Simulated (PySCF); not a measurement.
A structure optimised at PBE-D3(BJ)/def2-SVP, used in a PySCF frequency run:

```xyz
4

Sn     0.0000     0.0000     0.0000
I      2.6357     0.0000     0.0000
I     -1.3178    -2.2826     0.0000
I     -1.3178     2.2826     0.0000
```
Charge +1, spin multiplicity 1.

Q: Write its SMILES, formula and point group.

A: [I][Sn+]([I])[I], I3Sn, D3h

Q: What are its rotational constants (standard atomic weights)?

A: 0.38217, 0.38217, 0.19109 GHz
